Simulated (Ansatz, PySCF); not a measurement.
This Ansatz (a program for electronic structure) input computes a BLYP/def2-TZVPD energy:

Ansatz 0.2 input:
```yaml
crystal:
  periodic: [false, false, false]
  atoms:
    - {symbol: B, position_ang: [-0.05817339, -0.01085331, 0.00453354]}
    - {symbol: F, position_ang: [0.58521979, 1.14908035, 0.43422908]}
    - {symbol: F, position_ang: [0.88615226, -0.87456899, -0.54889525]}
    - {symbol: C, position_ang: [-1.47559538, -0.27529930, 0.11499530]}
    - {symbol: H, position_ang: [-2.17040275, 0.43441954, 0.55644009]}
    - {symbol: H, position_ang: [-1.92750653, -1.19895944, -0.23708406]}
basis:
  gaussian:
    orbitals: def2-TZVPD
hamiltonian:
  xc: {name: BLYP}
total_charge: -1
output: {forces: true}
```

Question: Write an input for the same energy in PySCF and say what it gives.

Answer: 
```python
from pyscf import gto, scf, dft

mol = gto.M(
    atom='''
    B    -0.05817339   -0.01085331    0.00453354
    F     0.58521979    1.14908035    0.43422908
    F     0.88615226   -0.87456899   -0.54889525
    C    -1.47559538   -0.27529930    0.11499530
    H    -2.17040275    0.43441954    0.55644009
    H    -1.92750653   -1.19895944   -0.23708406
    ''',
    basis='def2-tzvpd',
    charge=-1,
    spin=0,
    verbose=4,
)

mf = dft.RKS(mol, xc='blyp').density_fit(auxbasis='def2-universal-jkfit')
mf.grids.level = 3
mf.conv_tol = 1e-9
mf.max_cycle = 100
mf.max_memory = 1500
mf.kernel()
if not mf.converged:
    mf = mf.newton()
    mf.kernel(mf.make_rdm1())
mf.analyze()
```
It gives -264.05102 Eh, and Ansatz -264.05095 Eh, a difference of 0.07 mEh, from the treatment of integrals and grids.

It need not be the lowest isomer of its formula. Whether it binds its extra electron was not tested at this geometry.
